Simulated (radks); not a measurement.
All-electron atom: Br II in [Ar] 3d10 4s2 4p4. Calculated with a radial shooting solver on a logarithmic mesh with Libxc functionals: Dirac Kohn-Sham, LDA (Slater exchange, Perdew-Wang correlation), spin-unpolarised, spherical densities, point nucleus; open shells fill j = l - 1/2 first.

Radial electron density D(r) = 4 pi r^2 rho(r):

r (bohr)  D(r) (e/bohr)
0.003204          3.587
0.004205          5.658
0.005475          8.626
0.007187          12.95
0.009358          18.55
0.01228           25.61
0.01599           33.02
0.02099           39.70
0.02734           43.30
0.03588           42.62
0.04672           38.72
0.06084           35.80
0.07986           38.77
0.104             46.84
0.1365            51.48
0.1777            44.59
0.2333            31.93
0.3038            28.42
0.3987            33.84
0.5192            33.04
0.6815            21.50
0.8874            10.34
1.165             5.585
1.517             4.471
1.975             3.132
2.592             1.421
3.375            0.4005
4.43            0.05861
5.769          0.004298

D(r) has 3 maxima, at r = 0.0301, 0.134, 0.450 bohr, and minima at 0.0623, 0.285 bohr, inside which lie 2.08, 11.01 electrons.
